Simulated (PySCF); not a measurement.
**Nuclear quadrupole coupling in `COc1c(C)ccpc1C`**

Species: C₈H₁₁OP.
Structure used (GFN2-xTB), in Å, numbered top down from 1:
```xyz
21
C8H11OP angstrom
C     -1.5564   -1.6740   -0.4919
O     -0.8015   -0.6796   -1.1456
C     -0.0788    0.1458   -0.2864
C      1.2046   -0.2589    0.0966
C      1.7578   -1.5602   -0.4053
C      1.9866    0.5252    0.9359
C      1.5966    1.7393    1.4526
P      0.0914    2.5268    1.1272
C     -0.6658    1.3493    0.0868
C     -2.0394    1.6857   -0.4257
H     -2.0649   -2.2319   -1.2765
H     -2.3004   -1.2376    0.1834
H     -0.9197   -2.3549    0.0829
H      1.2829   -1.8404   -1.3423
H      1.5832   -2.3539    0.3232
H      2.8315   -1.4805   -0.5603
H      2.9683    0.1482    1.1962
H      2.2838    2.2688    2.1008
H     -2.8043    1.1759    0.1624
H     -2.2191    2.7567   -0.3535
H     -2.1449    1.3669   -1.4610
```

Field gradients from the PBE0/pcSseg-1 density (PySCF, non-relativistic), principal values in atomic units, ordered |Vxx| ≤ |Vyy| ≤ |Vzz|:

| atom | Vxx | Vyy | Vzz |
| --- | --- | --- | --- |
| O2 | 0.0857 | 2.0038 | -2.0896 |

**Question.** Find the asymmetry η = (Vxx − Vyy)/Vzz and the couplings χ = eQV/h (234.96 MHz × Q in barn × V in au), with Q(17O) = −0.0256 b.

**Answer.** 
| atom | environment | nucleus | η | χzz (MHz) | χxx (MHz) | χyy (MHz) |
| --- | --- | --- | --- | --- | --- | --- |
| O2 | aryl ether oxygen | 17O | 0.92 | 12.57 | -0.52 | -12.05 |

At O2 η is above 0.9: Vyy and Vzz are nearly equal in size and opposite in sign, so a small change could swap them and flip the sign of χzz. 

**Question.** What is Vzz at O2 in SI units (1 au = 9.71736 × 10²¹ V/m²)?

**Answer.** -2.0896 au = -20.305 × 10²¹ V/m².

**Question.** And the gradient at the other heavy atoms, for which no coupling is worked out here?

**Answer.** 
```json
{"atom": "C1", "environment": "methoxy carbon", "Vzz (au)": "0.416", "η": "0.07"}
{"atom": "C3", "environment": "aromatic carbon bearing oxygen", "Vzz (au)": "-0.356", "η": "0.39"}
{"atom": "C4", "environment": "substituted aromatic carbon", "Vzz (au)": "0.309", "η": "0.29"}
{"atom": "C5", "environment": "benzylic-type carbon", "Vzz (au)": "0.087", "η": "0.74"}
{"atom": "C6", "environment": "aromatic CH carbon", "Vzz (au)": "0.305", "η": "0.23"}
{"atom": "C7", "environment": "aromatic CH carbon", "Vzz (au)": "0.331", "η": "0.11"}
{"atom": "P8", "environment": "phosphorus bonded to 2 C", "Vzz (au)": "-1.204", "η": "0.27"}
{"atom": "C9", "environment": "substituted aromatic carbon", "Vzz (au)": "0.319", "η": "0.18"}
{"atom": "C10", "environment": "benzylic-type carbon", "Vzz (au)": "0.099", "η": "0.50"}
```

Were the hydrogens deuterons (Q(2H) = 0.00286 b), χzz would run from 196 kHz (H12 and H13) to 218 kHz (H18).

Isolated species at its GFN2-xTB geometry (one conformer only). GFN2-xTB bond lengths can be off by several hundredths of an ångström, more for odd bonds, and the gradients follow them. A larger basis could move these couplings by a tenth or more.

These values come from a run that also computed NMR shieldings. Hardware: one thread, Arm Neoverse V2 (aarch64), shared host with 192 logical CPUs at a one-minute load of 24. Cost: 42 s wall, 1.1 GiB resident at most.
